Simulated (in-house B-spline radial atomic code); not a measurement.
A run on neutral europium (an excited or competing configuration) that did not converge. Method: scalar-relativistic (X2C) B97-1, spin-polarised, spherical fractional occupations, exact exchange averaged over the configuration, Fermi nucleus of rms radius 5.1115 fm; computed with a B-spline radial code for spherical atoms.

Command:
```bash
python run_scf.py task.json out
```
Settings (nuclear radius in fm, mass in u):
```
Z                63
configuration    [Kr] 4d10 4f7 5s2 5p5 6s2 6f1
hamiltonian      x2c
method           b97_1
spin_polarised   True
nucleus          fermi
rms_radius       5.1115
atomic_mass      152.92124
speed_of_light   137.035999084
exact_exchange   averaged over the configuration
```

First and last ten iterations of the last attempt (damped for 15 steps, keeping 80 % of the old Fock matrix, then DIIS):
```
 iter        energy (Eh)    residual
    1      -10809.340054    6.42e-01
    2      -10816.163658    1.02e+00
    3      -10829.276995    6.54e-01
    4      -10836.173616    3.92e-01
    5      -10839.590608    2.38e-01
    6      -10841.193975    1.66e-01
    7      -10841.907165    1.10e-01
    8      -10842.214351    7.23e-02
    9      -10842.368845    4.98e-02
   10      -10842.444807    3.56e-02
  111      -10842.518984    3.94e-05
  112      -10842.518984    3.80e-05
  113      -10842.518985    3.70e-05
  114      -10842.518985    3.71e-05
  115      -10842.518986    3.79e-05
  116      -10842.518986    3.86e-05
  117      -10842.518987    4.34e-05
  118      -10842.518991    5.58e-05
  119      -10842.518986    4.16e-05
  120      -10842.518977    6.95e-05
 not converged after 120 iterations
```

The smallest residual met was 2.5e-05; the threshold is about 6e-07. No energy from this run should be used. Time taken, with all properties: 11 s on 1 thread of Arm Neoverse N1, with other jobs on the host.
